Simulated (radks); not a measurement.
Results of a calculation; reference values are marked as such.
Problem. These are the eigenvalues of the occupied orbitals of an atom or ion with whole-number occupations (eV). Code: a radial shooting solver on a logarithmic mesh with Libxc functionals. Model: Dirac Kohn-Sham, PBE, spin-unpolarised, spherical densities, finite nucleus; Fermi nuclear charge, rms radius of each element as measured or else 0.836 A^(1/3) + 0.57 fm.

orbital  eigenvalue
1s1/2     -65190.61
2s1/2     -11153.19
2p1/2     -10654.50
2p3/2     -9462.796
3s1/2     -2552.403
3p1/2     -2330.869
3p3/2     -2075.522
3d3/2     -1699.817
3d5/2     -1644.138
4s1/2     -524.9482
4p1/2     -434.0580
4p3/2     -375.3824
4d3/2     -225.7742
4d5/2     -214.9857
5s1/2      -75.2176
5p1/2      -48.8022
5p3/2      -40.4606
4f5/2      -29.9282
4f7/2      -28.1011
6s1/2       -7.3159
5d3/2       -7.2861
6p1/2       -3.0910

Which element is it, and in what charge state? The configuration may be excited. Open shells, if any, fill j = l - 1/2 first.

Solution. Z = 72, hafnium, charge 0: Hf in [Xe] 4f13 5d2 6s1 6p2. The list shows which subshells hold electrons but not how many an open one holds; the 1s level, -2395.7 hartree, gives Z - s = 69.2 by -(Z - s)^2/2, which with screening and relativity narrows Z to a few neighbours, and the depths of the outer levels then fix element, charge and occupations together.
